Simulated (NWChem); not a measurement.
Molecule: C4H5F; SMILES C=CC(=C)F

```xyz
10

C      0.0578    -1.9465     0.0000
C     -0.6576    -0.8150     0.0000
C     -0.0731     0.5193     0.0000
C     -0.7348     1.6800     0.0000
F      1.2822     0.5298     0.0000
H      1.1427    -1.9305     0.0000
H     -0.4258    -2.9181     0.0000
H     -1.7448    -0.8437     0.0000
H     -1.8182     1.6908     0.0000
H     -0.2066     2.6261     0.0000
```
Atoms are numbered in this order, from 1.

Computed with NWChem. Geometry optimised at B3LYP/6-31G*; all other runs use it. Pople sets run with spherical d functions.

```tsv
quantity	level	value
vertical ionisation energy, ΔSCF (eV)	PBE/def2-SVP	8.97
vertical, lowest excitation, singlet (eV)	B3LYP/def2-SVPD, TDA	6.13
isotropic polarisability (bohr³), static	B3LYP/def2-SVPD	…
cavity-dispersion-structure term (kcal/mol) in n-hexane	B3LYP/6-31G*, SMD	…
dipole (D)	B3LYP/6-31G*	…
highest harmonic frequency (cm⁻¹)	B3LYP/6-31G*	3292
```

Task: Fill in the missing entries.

Result: 
- isotropic polarisability (bohr³), static, value: 55.5
- cavity-dispersion-structure term (kcal/mol) in n-hexane, value: -0.7
- dipole (D), value: 1.26
